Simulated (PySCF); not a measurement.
An element was calculated at PBE0 (PySCF 2.14, ECP, a double-zeta basis, no spin-orbit coupling), in the ground configurations that NIST lists.

| Quantity | Value |
| --- | --- |
| electron affinity | 0.607 eV |
| first ionisation energy | 6.291 eV |
| second ionisation energy | 13.190 eV |
| third ionisation energy | 23.301 eV |
| polarisability of the atom | 126 bohr³ |

Task: Which element is it?

Result: Zirconium (Zr, Z = 40), in aug-cc-pwCVDZ-PP with ECP28MDF. NIST lists 6.634, 13.13, 23.170 eV for these ionisation energies.
